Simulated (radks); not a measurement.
These are the eigenvalues of the occupied orbitals of an atom or ion with whole-number occupations (eV). Calculated with a radial shooting solver on a logarithmic mesh with Libxc functionals: Dirac Kohn-Sham, PBE, spin-unpolarised, spherical densities, finite nucleus; Fermi nuclear charge, rms radius of each element as measured or else 0.836 A^(1/3) + 0.57 fm.

1s1/2: -35781.42
2s1/2: -5620.791
2p1/2: -5288.834
2p3/2: -4936.526
3s1/2: -1177.321
3p1/2: -1038.620
3p3/2: -971.0770
3d3/2: -727.3681
3d5/2: -713.0238
4s1/2: -231.1049
4p1/2: -181.3542
4p3/2: -167.6199
4d3/2: -86.7363
4d5/2: -84.4597
5p1/2: -24.8919
5p3/2: -23.0970
4f5/2: -2.6249

Which element is it, and in what charge state? The configuration may be excited. Open shells, if any, fill j = l - 1/2 first.

Answer. Z = 55, caesium, charge +1: Cs+ in [Kr] 4d10 5p6 4f2. The list shows which subshells hold electrons but not how many an open one holds; the 1s level, -1314.9 hartree, gives Z - s = 51.3 by -(Z - s)^2/2, which with screening and relativity narrows Z to a few neighbours, and the depths of the outer levels then fix element, charge and occupations together.
